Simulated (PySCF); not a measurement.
# Trend along group 15: MB molecules

PBE with triple-zeta basis sets in PySCF, for the lowest determinant that a PBE0 search found; no spin–orbit coupling. De refers to high-spin ground-configuration atoms. A positive dipole means M(−)B(+).

| M | basis | state (unpaired electrons) | Re (Å) | ωe (cm⁻¹) | De (eV) | μ (D) |
| --- | --- | --- | --- | --- | --- | --- |
| N | def2-TZVPP | triplet (σ ↑, π ↑) | 1.333 | 1512 | 5.30 | 1.84 |
| P | x2c-TZVPPall | triplet (σ ↑, π ↑) | 1.754 | 940 | 3.90 | 0.00 |
| Sb | x2c-TZVPPall | triplet (σ ↑, π ↑) | 2.070 | 665 | 2.87 | -1.06 |
| Bi | x2c-TZVPPall | triplet (σ ↑, π ↑) | 2.142 | 618 | 2.68 | -1.39 |

(1) The row for M = As is missing. Estimate Re, ωe and De as the mean of the rows for P and Sb, and compare with the calculation.

The rows differ in basis set, which adds steps of its own.

Spin–orbit coupling is left out, which matters for elements this heavy, above all for dissociation energies. States were picked by a PBE0 search and need not be the measured ground states.

## Answers

(1) The means are 1.912 Å, 802 cm⁻¹ and 3.38 eV. PBE in x2c-TZVPPall gives BAs as a triplet (σ ↑, π ↑) with Re = 1.862 Å, ωe = 787 cm⁻¹, De = 3.42 eV, so the estimate is off by +5.0 pm, +2 % and -0.03 eV.
